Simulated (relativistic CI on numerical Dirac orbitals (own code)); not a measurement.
# Energy levels of Pd36+

These numbers are calculated, not measured: Dirac-Coulomb-Breit CI, orbitals from a KLI potential per configuration, model QED, unscaled Slater integrals (own radial code, finite nucleus).

Configuration list (outside the closed core 1s2): 2s²2p⁶, 2s²2p⁵3s, 2s²2p⁵3p, 2s²2p⁵3d, 2s2p⁶3s, 2s2p⁶3p, 2s2p⁶3d, 2s²2p⁵4s, 2s²2p⁵4p, 2s²2p⁵4d, 2s²2p⁵4f, 2s2p⁶4s, 2s2p⁶4p, 2s²2p⁴3s², 2s2p⁶4d, 2s2p⁶4f, 2s²2p⁵5s, 2s²2p⁵5p, 2s²2p⁴3s3p, 2s²2p⁵5d, 2s²2p⁵5f, 2s²2p⁵5g, 2s²2p⁴3p², 2s²2p⁴3s3d, 2s²2p⁴3p3d, 2s2p⁵3s², 2s²2p⁴3d², 2s2p⁵3s3p, 2s2p⁶5s, 2s2p⁵3p², 2s2p⁵3s3d, 2s2p⁶5p, 2s2p⁶5d, 2s2p⁶5f, 2s2p⁶5g, 2s2p⁵3p3d. Levels of other configurations are missing.

```tsv
No.	Configuration	Term	J	E (eV)	%	Landé g	jj configuration (%)
41	2s²2p⁵4p	³D	2	4032.91	51	1.154	2p3/2^3 4p1/2 (100)
42	2s²2p⁵4p	³D	3	4049.17	100	1.326	2p3/2^3 4p3/2 (100)
43	2s²2p⁵4p	¹P	1	4049.35	59	1.252	2p3/2^3 4p3/2 (99)
44	2s²2p⁵4p	³P	2	4051.61	67	1.329	2p3/2^3 4p3/2 (100)
45	2s²2p⁵4p	¹S	0	4061.81	61		2p3/2^3 4p3/2 (100)
46	2s²2p⁵4d	³P°	0	4082.51	100		2p3/2^3 4d3/2 (100)
47	2s²2p⁵4d	³P°	1	4084.07	76	1.253	2p3/2^3 4d3/2 (90)
48	2s²2p⁵4d	³F°	3	4085.31	55	1.063	2p3/2^3 4d3/2 (100)
49	2s²2p⁵4d	³D°	2	4086.37	59	1.133	2p3/2^3 4d3/2 (95)
50	2s²2p⁵4d	³F°	4	4088.24	100	1.244	2p3/2^3 4d5/2 (100)
51	2s²2p⁵4d	¹D°	2	4089.52	58	1.138	2p3/2^3 4d5/2 (95)
52	2s²2p⁵4d	³D°	3	4091.43	70	1.229	2p3/2^3 4d5/2 (100)
53	2s²2p⁵4d	¹P°	1	4097.92	63	0.911	2p3/2^3 4d5/2 (90)
54	2s²2p⁵4f	³D	1	4107.90	100	0.504	2p3/2^3 4f5/2 (100)
55	2s²2p⁵4f	³G	4	4108.36	51	1.023	2p3/2^3 4f5/2 (99)
56	2s²2p⁵4f	³D	2	4108.98	70	1.013	2p3/2^3 4f5/2 (82)
57	2s²2p⁵4f	³F	3	4109.84	55	1.013	2p3/2^3 4f5/2 (98)
58	2s²2p⁵4f	³G	5	4109.94	100	1.195	2p3/2^3 4f7/2 (100)
59	2s²2p⁵4f	¹D	2	4110.76	67	0.934	2p3/2^3 4f7/2 (82)
60	2s²2p⁵4f	¹F	3	4111.13	50	1.120	2p3/2^3 4f7/2 (98)
61	2s²2p⁵4f	³F	4	4111.69	73	1.182	2p3/2^3 4f7/2 (99)
62	2s²2p⁵4s	³P°	0	4165.84	100		2p1/2 2p3/2^4 4s (100)
63	2s²2p⁵4s	³P°	1	4166.59	66	1.320	2p1/2 2p3/2^4 4s (100)
64	2s²2p⁵4p	³D	1	4196.42	74	0.657	2p1/2 2p3/2^4 4p1/2 (100)
65	2s²2p⁵4p	³P	0	4204.46	62		2p1/2 2p3/2^4 4p1/2 (100)
66	2s²2p⁵4p	³P	1	4213.89	51	1.493	2p1/2 2p3/2^4 4p3/2 (100)
67	2s²2p⁵4p	³D	2	4214.46	49	1.161	2p1/2 2p3/2^4 4p3/2 (100)
68	2s²2p⁵4d	³F°	2	4249.21	74	0.762	2p1/2 2p3/2^4 4d3/2 (100)
69	2s²2p⁵4d	³P°	2	4253.45	46	1.284	2p1/2 2p3/2^4 4d5/2 (100)
70	2s²2p⁵4d	³F°	3	4254.24	44	1.107	2p1/2 2p3/2^4 4d5/2 (100)
71	2s²2p⁵4d	³D°	1	4254.56	48	0.835	2p1/2 2p3/2^4 4d3/2 (100)
72	2s²2p⁵4f	³G	3	4273.25	73	0.821	2p1/2 2p3/2^4 4f5/2 (100)
73	2s²2p⁵4f	³F	2	4273.77	45	0.886	2p1/2 2p3/2^4 4f5/2 (100)
74	2s²2p⁵4f	³G	4	4275.14	41	1.080	2p1/2 2p3/2^4 4f7/2 (100)
75	2s²2p⁵4f	³D	3	4275.18	54	1.201	2p1/2 2p3/2^4 4f7/2 (100)
76	2s2p⁶4s	³S	1	4415.74	100	1.992	2s 4s (100)
77	2s2p⁶4s	¹S	0	4421.10	100		2s 4s (100)
78	2s2p⁶4p	³P°	0	4446.96	100		2s 4p1/2 (100)
79	2s2p⁶4p	³P°	1	4447.28	70	1.344	2s 4p1/2 (99)
80	2s2p⁶4p	³P°	2	4463.57	95	1.495	2s 4p3/2 (95)
81	2s2p⁶4p	¹P°	1	4465.43	71	1.147	2s 4p3/2 (100)
82	2s²2p⁵5s	³P°	2	4476.98	95	1.491	2p3/2^3 5s (95)
83	2s²2p⁵5s	¹P°	1	4477.22	66	1.153	2p3/2^3 5s (99)
84	2s²2p⁵5p	³D	2	4491.63	48	1.149	2p3/2^3 5p1/2 (95)
85	2s²2p⁵5p	³P	1	4491.79	49	1.541	2p3/2^3 5p1/2 (98)
```

Energies count from the lowest computed level; ° marks odd parity. Filled j subshells are mostly left out of the jj labels.

The mean weight of the leading LS term, summed over parents, in these 45 levels is 69 %, and that of the leading jj configuration (from the same eigenvectors) 98 %, so jj coupling describes them better and the LS labels are nominal.

At this charge energies of transitions that change n are usually good to better than 1 %, and those within a shell (Δn = 0) to a few per cent.

LS names give the leading component of a level, which can be under half, so a name can repeat, a term be missing and a line seem to break the LS rules.
